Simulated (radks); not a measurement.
Initial-state core-level shifts of the sulfur ion S+ when its valence configuration changes from [Ne] 3s2 3p3. Calculated with a radial shooting solver on a logarithmic mesh with Libxc functionals: non-relativistic Kohn-Sham, BLYP, spin-polarised, spherical densities, point nucleus; open shells are filled with parallel spins first. Shifts are changes of the shell-averaged eigenvalues in eV (positive: less bound); the change of the density at the nucleus, which sets a Mossbauer isomer shift, is in e/bohr^3, on a base of 2677.

| valence | 1s | 2s | 2p | density at nucleus |
|---|---|---|---|---|
| 3s1 3p4 | -1.384 | -1.375 | -1.358 | -9.4133 |
| 3s0.5 3p4.5 | -2.283 | -2.250 | -2.225 | -14.3350 |
| 3s1.5 3p3.5 | -0.697 | -0.692 | -0.684 | -4.6830 |
| 3p5 | -3.062 | -3.016 | -2.983 | -19.3175 |
